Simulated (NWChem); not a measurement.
# Correlation energy of CF$_{2}$

```xyz
3

F      1.1468     0.0000    -0.1647
C      0.0000     0.0000     0.4940
F     -1.1468     0.0000    -0.1647
```
Charge 0, spin multiplicity 3.

The numbers come from NWChem runs, not from measurements. Structure: optimised with UPBE/def2-SVP, a minimum by its harmonic frequencies.

Basis set: cc-pVDZ. Each correlation energy counts from its own Hartree-Fock reference.

The correlated methods keep 3 core orbitals frozen. This spin state was chosen for the runs; another may lie lower. The structure started from a generated list of species. The unpaired electrons of the parent sit in orbitals of symmetry a1 and b2 (C2v labels of the run); other states weren't searched. The stability of the SCF solutions was not checked. Open-shell Hartree-Fock references start from PBE0 orbitals. Coupled-cluster values serve here as a point of comparison, not as the truth.

### Question
One of these methods gave a correlation energy of -475.1 mHa. Which?
A. UMP2
B. CCSD(T) on UHF
C. CCSD on ROHF
D. CCSD on UHF

### Answer
B, CCSD(T) on UHF. The others give -453.4 (UMP2), -465.9 (CCSD on UHF), -469.6 (CCSD on ROHF).
